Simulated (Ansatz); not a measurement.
Reactions of `C=C[SiH2]NC`.

Program: Ansatz. Geometries: PBE0-D4/def2-TZVP. ΔE: electronic, gas phase. CBS: MP2 limit from def2 TZ/QZ plus the TZ coupled-cluster correction, frozen cores. This one scheme is used for every species, atoms too. For atomizations the MP2-based limit and the directly extrapolated one differ by several kJ/mol either way, and by 10 to 25 for some Ge, Se and Sn compounds, so smaller differences from it don't rank the levels. DFT in def2-TZVPP. B3LYP here is the variant with VWN-RPA as its local correlation; programs differ in this. Open shells (•) are unrestricted, without spin–orbit coupling. Spin–orbit coupling would lower the free atoms: a little for C, Si. For Br outer-core shells are correlated without core-valence functions, so the limit isn't a true one: a few kJ/mol of doubt a bond, and 10 to 20 or more in all where bonds break to atoms. Scalar relativity is left out up to krypton. Each species was taken in one conformer, which may not be the lowest.

```
                                                             reaction  HF/CBS(def2) (kcal/mol)  PBE-D4 (kcal/mol)  r2SCAN-D4 (kcal/mol)  B3LYP-D4 (kcal/mol)  CCSD(T)/CBS(def2) (kcal/mol)
                                      `C=C[SiH2]NC` → `C=C([SiH3])NC`                     23.8               15.7                  17.9                 18.8                          20.9
                               `C=C[SiH2]NC` → 3 C• + 9 H• + N• + Si•                    927.1             1272.4                1252.1               1257.8                        1253.2
                      `C=C[SiH2]NC` + `CCBO` → `CCCBO` + `C=C[SiH2]N`                     -9.6              -10.0                 -11.0                 -9.6                         -11.3
                     `C=C[SiH2]NC` + CH₃NH₂ → `CN[SiH2]NC` + ethylene                    -16.2              -13.3                 -14.5                -15.0                         -14.9
                                         `C=C[SiH2]NC` → `CC(C)[Si]N`                      5.0               -7.0                  -3.3                 -3.0                          -4.1
            `C=C[SiH2]NC` + `O[SiH2]F` → `C=C[SiH2]O[SiH2]F` + CH₃NH₂                    -18.9              -12.6                 -14.5                -15.1                         -14.9
                         `C=C[SiH2]NC` + HBr → `C=C[SiH2]Br` + CH₃NH₂                    -13.1              -12.1                 -12.0                -10.9                         -12.2
`C=C[SiH2]NC` + `BN[SiH2][SiH3]` → `BN(C=C)[SiH2][SiH3]` + `CN[SiH3]`                     13.0                9.0                  10.1                  9.7                          10.8
```

Largest T1 diagnostic: 0.014, for `BN(C=C)[SiH2][SiH3]`.
